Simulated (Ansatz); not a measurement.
C$_{2}$H$_{5}$ClOZn (`CC[O][Zn][Cl]`) at its PBE0-D4/def2-TZVP geometry, where that method's forces vanish. The species carries charge 0 and has multiplicity 1.

```
atom   x (Å)   y (Å)   z (Å)
  C1  -0.799   1.384   0.143
  C2  -0.466  -0.082  -0.013
  O3   0.935  -0.235  -0.018
 Zn4   1.816  -1.754  -0.174
 Cl5   2.990  -3.467  -0.349
  H6  -0.388   1.771   1.077
  H7  -0.374   1.960  -0.682
  H8  -1.882   1.534   0.151
  H9  -0.923  -0.650   0.811
 H10  -0.909  -0.461  -0.945
```

(1) For each bond, give half the difference of the two atoms' forces along it (eV/Å; positive pushes the atoms apart) under PBE-D4, r2SCAN-D4, B3LYP-D4, ωB97M-V in def2-TZVPP. (Estimate.)

Results:

(1) Computed: 
```
   bond  length (Å)  PBE-D4  r2SCAN-D4  B3LYP-D4  ωB97M-V
  C1–C2       1.511    0.01       0.08      0.13     0.13
  C1–H6       1.092    0.09      -0.04     -0.06    -0.07
  C1–H7       1.092    0.09      -0.04     -0.06    -0.07
  C1–H8       1.093    0.11      -0.02     -0.06    -0.09
  C2–O3       1.409    0.42       0.40      0.29     0.24
  C2–H9       1.100    0.02      -0.10     -0.14    -0.14
 C2–H10       1.100    0.02      -0.10     -0.14    -0.14
 O3–Zn4       1.763    0.05      -0.13     -0.03    -0.04
Zn4–Cl5       2.084   -0.03      -0.08      0.11     0.00
```

B3LYP here is the variant with VWN-RPA as its local correlation; programs differ in this.
